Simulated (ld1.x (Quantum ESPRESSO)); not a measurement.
## Sn (Z = 50): excitation energies, all-electron against TM semilocal

Sn, norm-conserving Troullier–Martins (semilocal form), made with ld1.x (Quantum ESPRESSO) 7.5 (BLYP, scalar-relativistic). Core [Kr] 4d10, reference 5s2 5p2. Waves: 5s (bound): rc 1.85 bohr; 5p (bound): rc 2.45 bohr. Local part: the p channel. Core correction: Bessel-smoothed model core inside 1.25 bohr.

Energies are relative to the spin-unpolarised reference configuration 5s2 5p2; without spin polarisation the order of configurations can differ from experiment. The frozen-core shift is the all-electron ΔE with the core orbitals held at their reference shape minus the fully relaxed ΔE.

```csv
valence configuration,charge,ΔE all-electron (eV),error AE − PS (meV),frozen-core shift (meV)
5s2 5p1,+1,6.801,-8.0,+10
5s1 5p0,+3,51.875,-308,+391
5s2 5p2.3,-0.3,-0.816,0.0,+0.1
5s2 5p1.5,+0.5,2.570,-1.7,+2.0
5s0 5p4,0,14.297,-57,+53
```

Task: What are ΔE and the potential's error for 5s1 5p3?

Result: ΔE = 7.019 eV all-electron; the error (AE − PS) is -15 meV.

Task: What are ΔE and the potential's error for 5s2 5p0?

Result: ΔE = 20.782 eV all-electron; the error (AE − PS) is -58 meV.

Levels in the configuration 5s2 5p2.3:

| level | all-electron (eV) | pseudo (eV) |
| --- | --- | --- |
| 5s | -8.580 | -8.578 |
| 5p | -1.880 | -1.879 |
